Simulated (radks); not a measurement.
The numbers below are computed, except where a source is named.
Q: Sc I, configuration [Ar] 3d1 4s2. Code: a radial shooting solver on a logarithmic mesh with Libxc functionals. Model: scalar-relativistic Kohn-Sham, LDA (Slater exchange, Perdew-Wang correlation), spin-unpolarised, spherical densities, finite nucleus; Fermi nuclear charge, rms radius 3.5459 fm; hard spherical wall at 6 bohr. Some entries of the table are withheld. Estimate them.

orbital  occ.  eigenvalue (eV)  r(max) (bohr)
1s          2        -4382.875        0.04791
2s          2        -470.7425         0.2843
2p          6              (1)         0.2322
3s          2         -52.6308         0.9267
3p          6         -31.5170         0.9673
4s          2          -2.2499            (2)
3d          1          -1.5389          1.105
4p          0           1.7235          3.391
4d          0           9.0858          4.052
5s          0          14.3246          4.600

A: 
(1) 2p eigenvalue (eV): -385.8107
(2) 4s r(max) (bohr): 2.967
